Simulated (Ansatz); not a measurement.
Gas-phase electronic energies from Ansatz, PBE0-D4/def2-TZVP geometries. CCSD(T)/CBS is the MP2 limit (def2-TZVPP, def2-QZVPP) plus CCSD(T) − MP2 in def2-TZVPP, frozen cores. DFT in def2-TZVPP. B3LYP here is the variant with VWN-RPA as its local correlation; programs differ in this. For Zn outer-core shells are correlated without core-valence functions, which leaves a few kJ/mol of doubt a bond. Scalar relativity is left out up to krypton. One conformer a species, not always the lowest.

Reaction (formal exchange of groups at a Zn–O bond): `[SiH3]C[O][ZnH]` + `COC=O` → `C[O][ZnH]` + `O=COC[SiH3]`

```tsv
level	ΔE (kJ/mol)	difference from CCSD(T)/CBS
B3LYP-D4	6.1	-1.3
PBE	8.0	0.6
B3LYP	4.2	-3.2
HF/def2-TZVPP	2.1	-5.3
MP2/def2-TZVPP	5.8	-1.6
CCSD/def2-TZVPP	5.6	-1.8
MP2/def2-QZVPP	6.1	-1.3
SCS-MP2/def2-QZVPP	5.1	-2.3
HF/CBS(def2)	2.1	-5.3
CCSD/CBS(def2)	6.3	-1.1
CCSD(T)/CBS	7.4	0
```

Largest T1 diagnostic among the species: 0.017.

In def2-TZVPP, CCSD(T) changes the Hartree–Fock value by +4.6 kJ/mol (the triples alone add +1.1 kJ/mol) and MP2 by +3.6 kJ/mol.
